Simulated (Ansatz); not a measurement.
# Counterpoise correction, worked out

The pair of F⁻ (SMILES [F-], atom 1) and SiH3F (SMILES [SiH3]F, atoms 2–6), both closed shells, in one local arrangement (a lower one may exist), relaxed at PBE0-D4/def2-TZVPD:

F1  (0.412, -0.208, -1.676)
Si2  (0.000, 0.000, 0.000)
F3  (-0.412, 0.208, 1.676)
H4  (-1.432, -0.362, -0.307)
H5  (0.986, -1.077, 0.376)
H6  (0.446, 1.439, -0.069)
(Å)

Ansatz 0.2.0; basis: def2-TZVPPD; cores frozen in the correlated methods.

MP2 total energies in eV:

| system | geometry | basis functions | energy |
| --- | --- | --- | --- |
| pair | pair | all | -13345.73522 |
| F⁻ | as in the pair | all (partner as ghosts) | -2714.20384 |
| SiH3F | as in the pair | all (partner as ghosts) | -10628.08496 |
| F⁻ | as in the pair | its own | -2714.14478 |
| SiH3F | as in the pair | its own | -10628.05560 |
| F⁻ | free (PBE0-D4 minimum) | its own | -2714.14478 |
| SiH3F | free (PBE0-D4 minimum) | its own | -10629.24909 |

(1) Work out the interaction energy with and without the counterpoise correction, the superposition error, and the binding energy from the relaxed fragments.

No T1 diagnostic of these runs exceeds 0.023.

## Answers

(1) Without correction: -13345.73522 − (-2714.14478) − (-10628.05560) = -3.53484 eV.
With correction (each fragment in the whole basis): -13345.73522 − (-2714.20384) − (-10628.08496) = -3.44642 eV = -79.48 kcal/mol.
The superposition error is the difference, 0.08842 eV, 3 % of the uncorrected value: each fragment borrows its partner's functions.
Deformation from the free shapes: 0.00000 eV for F⁻ and 1.19349 eV for SiH3F.
Binding energy from relaxed fragments: -3.44642 + 0.00000 + 1.19349 = -2.25293 eV = -51.95 kcal/mol (electronic, without zero-point energy; negative means bound). The deformation is large: the pair is on the way to a chemical bond or a shared proton. For comparison, the corrected interaction energy by CCSD(T) at an estimated basis limit (MP2 extrapolated from triple and quadruple zeta, plus CCSD(T) − MP2 in triple zeta) is -3.586 eV.

For scale, one of the runs: CCSD(T)/def2-TZVPPD, 179 basis functions, launched by `ansatz run in.yaml --threads 2 --pin off --events-out ev --progress --plain --max-ram 5222MiB`. Time: 19 s of wall clock on 2 CPU threads of an Arm Neoverse V1; the host was shared. Peak host memory: 1.2 GiB.
